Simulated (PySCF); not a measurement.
**Spin states and ions at one geometry of [Bi2]+**

PySCF 2.14.0, UKS B3LYP, Bi def2-SVP with ECP60; non-relativistic Hamiltonian with scalar-relativistic core potentials where named; density fitting; no spin-orbit coupling; singlets restricted, open shells unrestricted. The geometry is relaxed for charge +1, doublet, vacuum:

```xyz
2

Bi    0.0000    0.0000    1.3836
Bi    0.0000    0.0000   -1.3836
```

Energies count from the relaxed state; an electron taken off or put on is at rest in vacuum. Charges and spins are Mulliken's.

| state | energy (eV) | spin squared | charge on Bi1 (e) | spin on Bi1 (e) | dipole about the centre of mass (D) |
| --- | --- | --- | --- | --- | --- |
| charge +1, doublet, vacuum | 0.00 | 0.75 | 0.50 | 0.50 | 0.00 |
| charge +1, sextet, vacuum | 2.55 | 8.75 | 0.50 | 2.50 | 0.00 |
| charge +2, singlet, vacuum | 14.15 | 0.00 | 1.00 | 0.00 | 0.00 |
| charge +2, triplet, vacuum | 13.46 | 2.00 | 1.00 | 1.00 | 0.00 |
| charge 0, singlet, vacuum | -7.88 | 0.00 | 0.00 | 0.00 | 0.00 |
| charge 0, triplet, vacuum | -6.80 | 2.00 | 0.00 | 1.00 | 0.00 |

Question: What does the state charge +1, quartet, vacuum give?

Answer: energy (eV) 1.03, spin squared 3.75, charge on Bi1 (e) 0.50, spin on Bi1 (e) 1.50, dipole about the centre of mass (D) 0.00.

With an electron taken off (triplet, the lower of the two states computed) the charges change, summed by element, by Bi +1.00 e. The vertical ionisation energy is 13.46 eV, against −ε(HOMO) = 11.20 eV over both spins of the relaxed state. The level lies 2.3 eV too high, as is usual for semilocal functionals and global hybrids, which keep a self-interaction error.

With an electron put on (singlet, the lower of the two states computed) the charges change, summed by element, by Bi -1.00 e. The vertical electron affinity is 7.88 eV, against −ε(LUMO) = 10.04 eV over both spins of the relaxed state.

Open shells may have lower solutions than those found. A restricted singlet can lie too high where a spin-broken solution exists, which wasn't tested: charge +2, singlet, vacuum.
